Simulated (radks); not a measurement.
Q: Coherent X-ray form factor from a spherical all-electron density. Calculated with a radial shooting solver on a logarithmic mesh with Libxc functionals: scalar-relativistic Kohn-Sham, B86b exchange with PBE correlation, spin-polarised, spherical densities, point nucleus.

sin(theta)/lambda (1/angstrom)  f0 (electrons)
0.05                                     1.991
0.1                                      1.966
0.15                                     1.924
0.2                                      1.868
0.25                                     1.800
0.3                                      1.721
0.4                                      1.545
0.5                                      1.357
0.6                                      1.173
0.8                                      0.848
1                                        0.601
1.25                                     0.389
1.5                                      0.256
2                                        0.118

The species is in the configuration that NIST lists as its ground one. Which atom or ion scatters so?

A: The beryllium ion Be2+, [He]. Extrapolating in s^2 from the first two rows gives f0(0) = 2.0, near the electron count 2; among species with that count, the fall with angle is slower the higher Z, and the table is that of Z = 4; from so few rows the species is fixed only to a neighbour or two.
